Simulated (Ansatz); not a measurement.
`[CH3][Ge]([OH])([F])[Cl]` + SiH₄ → `[CH3][Ge]([F])([SiH3])[Cl]` + H₂O  (formal exchange of groups at a Ge–O bond)

Isolated molecules relaxed with PBE0-D4/def2-TZVP in Ansatz; ΔE leaves out vibrations. CCSD(T)/CBS adds triple-zeta CCSD(T) − MP2 to the extrapolated MP2 energy (def2 sets, frozen cores). This one scheme is used for every species. DFT in def2-TZVPP. HSE06 is defined as in plane-wave codes. For Ge outer-core shells are correlated without core-valence functions, which leaves a few kJ/mol of doubt a bond. Scalar relativity is left out up to krypton. One conformer a species, not always the lowest.

```
             level  ΔE (kJ/mol)
          HSE06-D4         23.5
           r2SCAN0         36.0
             HSE06         26.7
SCS-MP2/def2-QZVPP         42.7
```

What does CCSD(T)/CBS give? (An estimate is asked.)

The calculation gave: +31.3 kJ/mol. The listed levels differ from it by -7.8, 4.7, -4.6, 11.4 kJ/mol.

Largest T1 diagnostic among the species: 0.011.

From BLYP to BHLYP (50 % exact exchange), in def2-TZVPP and without D4, ΔE moves by +9.6 kJ/mol. Leaving LDA and LC-ωPBE aside and taking each functional with its dispersion term where it has one, the values, not all of them listed here, spread over 21.4 kJ/mol, from PBE-D4 to B2PLYP.
